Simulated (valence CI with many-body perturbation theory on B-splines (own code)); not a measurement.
The numbers below are computed, except where a source is named.
**From CI to CI+MBPT in Er37+**

Method: valence CI with perturbative core correlation (CI+MBPT): three valence electrons over a frozen Dirac-Fock core [Ar] 3d10, radial functions for each j: 11 s, 11 p, 9 d, 7 f, 5 g, 2 h, 1 i, with the one-electron correlation potential Σ1 (screened to all orders), the two-electron term Σ2, the three-electron term Σ3, Breit, model QED; selected single and double excitations, second order for the rest (own B-spline code, finite nucleus).

No measured spectrum was set against this ion. As an estimate, large intervals hold to a few tenths of a per cent, small ones and those within an open d or f shell to about a per cent.

Each rung adds one term. CI alone is the Dirac-Coulomb CI over the frozen core; QED comes last and gives the full result, which names the levels. Energies are above (4s^2 4p1/2) J=1/2 on the same rung, in eV.

Levels are named by their leading jj configuration (3d3/2^4 stands for four electrons in 3d with j = 3/2), which in mixed levels can hold well under half, so a name can repeat and another be missing. Letters in brackets count levels of one name in rising energy.

```
                     Level  CI alone    + Σ1    + Σ2    + Σ3  + Breit    Full
        (4s^2 4p3/2) J=3/2     62.71   62.91   63.00   63.00    62.26   62.34
        (4s 4p1/2^2) J=1/2     81.94   81.86   81.99   82.00    82.67   81.78
(4s 4p1/2 4p3/2) J=3/2 [a]    133.32  133.43  133.99  134.01   133.96  133.15
    (4s 4p1/2 4p3/2) J=5/2    140.78  140.90  141.24  141.25   141.13  140.34
(4s 4p1/2 4p3/2) J=3/2 [b]    151.67  151.79  151.67  151.68   151.56  150.78
    (4s 4p1/2 4p3/2) J=1/2    154.93  155.05  154.42  154.42   154.38  153.57
        (4s 4p3/2^2) J=5/2    197.91  198.20  198.74  198.76   197.85  197.24
        (4s^2 4d3/2) J=3/2    202.49  202.54  201.93  201.93   200.94  200.78
        (4s 4p3/2^2) J=1/2    217.31  217.64  217.45  217.45   216.68  215.96
        (4s^2 4d5/2) J=5/2    219.91  220.04  219.29  219.29   218.02  217.87
        (4s 4p3/2^2) J=3/2    222.00  222.31  221.53  221.53   220.70  220.03
     (4p1/2^2 4p3/2) J=3/2    234.97  235.00  234.68  234.69   235.26  233.60
(4s 4p1/2 4d3/2) J=3/2 [a]    266.93  266.85  267.28  267.31   266.95  265.98
    (4s 4p1/2 4d3/2) J=5/2    272.33  272.27  272.60  272.62   272.20  271.22
(4s 4p1/2 4d3/2) J=3/2 [b]    284.81  284.80  284.42  284.43   284.09  283.03
    (4s 4p1/2 4d3/2) J=1/2    285.14  285.07  284.54  284.55   284.17  283.22
(4s 4p1/2 4d5/2) J=5/2 [a]    286.18  286.23  286.42  286.44   285.83  284.79
     (4p1/2 4p3/2^2) J=3/2    288.39  288.51  288.44  288.46   288.08  286.79
    (4s 4p1/2 4d5/2) J=7/2    291.48  291.50  291.50  291.52   290.74  289.83
(4s 4p1/2 4d5/2) J=5/2 [b]    292.28  292.36  292.18  292.19   291.67  290.52
     (4p1/2 4p3/2^2) J=1/2    302.94  303.17  302.86  302.86   302.70  301.12
(4s 4p1/2 4d5/2) J=5/2 [c]    304.84  304.94  304.46  304.45   303.95  302.77
    (4s 4p1/2 4d5/2) J=3/2    308.90  308.98  307.97  307.96   307.53  306.37
(4s 4p3/2 4d3/2) J=5/2 [a]    337.64  337.77  337.67  337.68   336.55  335.67
(4s 4p3/2 4d3/2) J=3/2 [a]    337.66  337.80  337.75  337.77   336.66  335.78
(4s 4p3/2 4d3/2) J=1/2 [a]    337.72  337.85  337.84  337.85   336.76  335.90
    (4s 4p3/2 4d3/2) J=7/2    339.40  339.55  339.54  339.56   338.31  337.47
    (4s 4p3/2 4d5/2) J=9/2    341.06  341.27  341.86  341.89   340.41  339.57
(4s 4p3/2 4d5/2) J=3/2 [a]    348.18  348.41  348.40  348.41   347.13  346.23
(4s 4p3/2 4d3/2) J=5/2 [b]    349.18  349.30  349.01  349.03   347.71  347.16
(4s 4p3/2 4d3/2) J=3/2 [b]    350.67  350.91  350.53  350.55   349.52  348.39
```

**Question.** How does the ionisation energy move along the ladder, and which term matters most?

**Answer.** CI alone 1679.9, + Σ1 1681.6, + Σ2 1681.5, + Σ3 1681.5, + Breit 1679.6, + QED 1679.6 eV. The largest step is Breit, -1.9 eV, with Σ1 about as large (1.8). NIST lists 1678 ± 4 eV (theoretical).
